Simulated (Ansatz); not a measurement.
Consider the substitution at a C–O bond: `C[O][Al]([F])[F]` + `CC[Si]S` → `CC[Si]SC` + `[OH][Al]([F])[F]`.

Program: Ansatz. Geometries: PBE0-D4/def2-TZVP. ΔE: electronic, gas phase. CCSD(T)/CBS adds triple-zeta CCSD(T) − MP2 to the extrapolated MP2 energy (def2 sets, frozen cores). This one scheme is used for every species. DFT in def2-TZVPP. B3LYP here is the variant with VWN-RPA as its local correlation; programs differ in this. HSE06 is defined as in plane-wave codes. One conformer a species, not always the lowest.

| level | ΔE (kJ/mol) | difference from CCSD(T)/CBS |
| --- | --- | --- |
| LDA (SPW92) | -48.2 | 1.5 |
| PBE-D4 | -49.9 | -0.2 |
| BLYP-D4 | -45.3 | 4.4 |
| B97M-V | -44.0 | 5.7 |
| PBE0-D4 | -47.4 | 2.3 |
| r2SCANh-D4 | -47.3 | 2.4 |
| r2SCAN0-D4 | -46.5 | 3.2 |
| HSE06-D4 | -47.3 | 2.4 |
| BHLYP-D4 | -38.7 | 11.0 |
| ωB97X-V | -40.8 | 8.9 |
| ωB97M-V | -44.0 | 5.7 |
| B2PLYP | -41.6 | 8.1 |
| PBE-QIDH | -47.0 | 2.7 |
| PBE | -44.9 | 4.8 |
| revPBE | -41.8 | 7.9 |
| BLYP | -35.2 | 14.5 |
| r2SCAN | -46.5 | 3.2 |
| PBE0 | -43.0 | 6.7 |
| B3LYP | -35.0 | 14.7 |
| r2SCANh | -45.8 | 3.9 |
| r2SCAN0 | -44.8 | 4.9 |
| HSE06 | -43.1 | 6.6 |
| BHLYP | -32.5 | 17.2 |
| CAM-B3LYP | -33.6 | 16.1 |
| LC-ωPBE | -39.7 | 10.0 |
| RPA@PBE/def2-TZVPP | -38.7 | 11.0 |
| HF/def2-SVP | -4.0 | 45.7 |
| MP2/def2-SVP | -31.3 | 18.4 |
| CCSD/def2-SVP | -19.9 | 29.8 |
| CCSD(T)/def2-SVP | -22.9 | 26.8 |
| HF/def2-TZVPP | -22.3 | 27.4 |
| MP2/def2-TZVPP | -53.9 | -4.2 |
| SCS-MP2/def2-TZVPP | -45.6 | 4.1 |
| CCSD/def2-TZVPP | -40.7 | 9.0 |
| CCSD(T)/def2-TZVPP | -45.2 | 4.5 |
| HF/def2-QZVPP | -22.0 | 27.7 |
| MP2/def2-QZVPP | -56.4 | -6.7 |
| SCS-MP2/def2-QZVPP | -48.1 | 1.6 |
| MP2/CBS(def2) | -58.4 | -8.7 |
| CCSD/CBS(def2) | -45.2 | 4.5 |
| CCSD(T)/CBS | -49.7 | 0 |

Largest T1 diagnostic among the species: 0.014.

Leaving LDA and LC-ωPBE aside and taking each functional with its dispersion term where it has one, the values, not all of them listed here, spread over 14.9 kJ/mol, from revPBE-D4 to CAM-B3LYP-D4. LDA lies −3.4 kJ/mol from PBE without D4. In def2-TZVPP, CCSD(T) changes the Hartree–Fock value by −22.9 kJ/mol (the triples alone add −4.6 kJ/mol) and MP2 by −31.6 kJ/mol.
